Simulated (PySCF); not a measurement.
TDDFT excited states: C4H2F3NO

Species: C4H2F3NO.
SMILES: `NC(=O)C#CC(F)(F)F`

The calculation used TDDFT CAM-B3LYP/def2-SVPD, vertical, gas phase, core orbitals frozen in the response in PySCF 2.14.0, density-fitted response routines. Isolated species at its GFN2-xTB geometry (one conformer only). Torsions of this conformer, `[NH2:1][C:2](=[O:3])[C:4]#[C:5][C:6]([F:7])([F:8])[F:9]`: H–N1–C2–O3 180°, H–N1–C2–O3 0°.

| state | E (eV) | E (kJ/mol) | λ (nm) | f | \|μ\| (D) | symmetry | main configurations (H = HOMO, L = LUMO) |
| --- | --- | --- | --- | --- | --- | --- | --- |
| S1 | 4.92 | 474 | 252.2 | 0.0000 | 0.01 | – | H→L (94%) |
| S2 | 5.92 | 571 | 209.6 | 0.0001 | 0.08 | – | H-3→L (92%) |
| S3 | 6.17 | 595 | 201.0 | 0.032 | 1.18 | A′ | H-2→L (60%), H→L+1 (18%), H-3→L+1 (14%) |
| S4 | 6.52 | 629 | 190.1 | 0.109 | 2.10 | A′ | H-1→L (88%) |
| S5 | 6.66 | 643 | 186.1 | 0.0008 | 0.18 | – | H-2→L+1 (82%), H-2→L+2 (12%) |
| S6 | 7.45 | 718 | 166.5 | 0.0079 | 0.53 | A″ | H-1→L+1 (90%) |
| S7 | 7.67 | 740 | 161.6 | 0.117 | 2.00 | A′ | H→L+1 (59%), H-3→L+1 (12%), H→L+2 (9%) |
| S8 | 7.94 | 767 | 156.1 | 0.0028 | 0.30 | A″ | H-1→L+2 (80%), H-1→L+3 (10%) |

Triplets, Tamm–Dancoff:

| state | E (eV) | λ (nm) | main configurations (H = HOMO, L = LUMO) |
| --- | --- | --- | --- |
| T1 | 4.48 | 276.7 | H→L (92%) |
| T2 | 4.68 | 264.9 | H-1→L (48%), H-2→L (40%) |
| T3 | 4.89 | 253.4 | H-2→L (42%), H-1→L (41%) |

The lowest singlet comes at 252 nm (474 kJ/mol) in the ultraviolet; it is dark (f under 0.0005); its leading configuration is HOMO→LUMO (94%). The strongest level in the table is S7 at 7.67 eV (162 nm, f = 0.117). Löwdin shares by element: HOMO oxygen 67%, carbon 26% or more; LUMO carbon 60% or more, oxygen 16% (atoms not listed hold the other 24%). Orbital energies (eV): HOMO-3 -11.24, HOMO-2 -10.95, HOMO-1 -10.28, HOMO -10.04, LUMO -0.79, LUMO+1 0.42, LUMO+2 0.93. Of the 8 states listed, 3 reach f = 0.01 and 2 stay under 0.0005. Weighted by f, the mean energy of these states is 7.02 eV. No computed singlet lies in the visible range (380 to 750 nm); the lowest, at 252 nm, stands 1.65 eV above its violet end (3.26 eV). Symmetry labels in Cs follow from the direction of the transition dipole and are given only for states with f of 0.002 or more. Singlets were solved by full linear response, triplets in the Tamm–Dancoff approximation.
